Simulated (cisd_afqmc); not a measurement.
Input (AFQMC/CISD/aug-cc-pV(Q+d)Z; cisd_afqmc is a phaseless AFQMC code with CISD trial states that reads the integrals written by Ansatz): A basis named .json is the Basis Set Exchange file of that set.

Ansatz 0.2 input:
```python
import cisd_afqmc

open("ham.yaml", "w").write("""\
crystal:
  periodic: [false, false, false]
  atoms:
    - {symbol: Cl, position_ang: [0.00000000, 0.00000000, 0.00000000]}
basis:
  gaussian:
    orbitals: aug-cc-pV_Q+d_Z.json
total_charge: 1
magnetization: {spin_polarized: true, initial_magnetization: 2}
correlation: {method: ccsd, electrons: outside_noble_gas, hamiltonian_folder: ham}
scf: {lower_state_search: full}
""")
rep = cisd_afqmc.ansatz("ham.yaml")
e_ccsd = rep["correlation"]["coupled_cluster"]["energy"]["hartree"]
out = cisd_afqmc.run("ham", e_ccsd, trial="CISD", walkers=100, populations=8, threads=8, dt=0.005, steps=40, early=24, settle=10, least=32,
    cut=5e-5, rank_cut=2e-4, target=0.0004, seconds=1500, seed=1, memory=12960, gpu=False)
```

Output:

```
orbitals 84, occupied [4, 2], factors 416 of 536, rank of the doubles 184 of 484
E(HF) = -459.056857
E(CCSD) on the cut factors = -459.216654, shift to the whole factors 0.000001
Energy of the trial state on the determinant = -459.216595
  tau behind 7.2 of longer steps, mean of the populations' last blocks
   2.0  -459.22253
   4.0  -459.22238
   6.0  -459.22228
   8.0  -459.22220
blocks 299 (0 outliers left out), error by blocks joined: 1: 0.00008, 2: 0.00010, 4: 0.00010, 8: 0.00012, 16: 0.00015
E(AFQMC/CISD) = -459.22227 +/- 0.00015
```

The error still grows at the longest joins of blocks, or few joins were possible, so the printed bar may be too narrow.
